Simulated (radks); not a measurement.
The numbers below are computed, except where a source is named.
Species: Zr. Configuration: [Kr] 4d2 5s1 5p1 (not the ground configuration). Level of theory: Dirac Kohn-Sham, PBE, spin-unpolarised, spherical densities, finite nucleus; open shells fill j = l - 1/2 first; Fermi nuclear charge, rms radius 4.2694 fm (a radial shooting solver on a logarithmic mesh with Libxc functionals).

Unscreened Slater integrals over Kohn-Sham orbitals (eV). Large and small components are both included. Empty in this configuration: 4d5/2.

F0(5p1/2,5p1/2): 5.0370
F0(5p1/2,4d3/2): 6.2650
G1(5p1/2,4d3/2): 1.2609
F0(5p1/2,5s1/2): 5.6714
G1(5p1/2,5s1/2): 3.4939
F0(5p1/2,4p3/2): 6.5515
G2(5p1/2,4p3/2): 0.27980
F0(5p1/2,4d5/2): 6.2550
G3(5p1/2,4d5/2): 0.92003
F0(4d3/2,4d3/2): 11.255
F2(4d3/2,4d3/2): 5.4229
F0(4d3/2,5s1/2): 7.8887
G2(4d3/2,5s1/2): 2.0489
F0(4d3/2,4p3/2): 13.556
F2(4d3/2,4p3/2): 6.1860
G1(4d3/2,4p3/2): 7.4487
G3(4d3/2,4p3/2): 4.4868
F0(4d3/2,4d5/2): 11.191
F2(4d3/2,4d5/2): 5.3888
G2(4d3/2,4d5/2): 5.3876
G4(4d3/2,4d5/2): 3.4428
F0(5s1/2,5s1/2): 6.6934
F0(5s1/2,4p3/2): 8.4772
G1(5s1/2,4p3/2): 0.56648
F0(5s1/2,4d5/2): 7.8686
G2(5s1/2,4d5/2): 2.0847
F0(4p3/2,4p3/2): 17.798
F2(4p3/2,4p3/2): 9.3477
F0(4p3/2,4d5/2): 13.449
F2(4p3/2,4d5/2): 6.1032
G1(4p3/2,4d5/2): 7.3185
G3(4p3/2,4d5/2): 4.4074
F0(4d5/2,4d5/2): 11.128
F2(4d5/2,4d5/2): 5.3558
F4(4d5/2,4d5/2): 3.4215
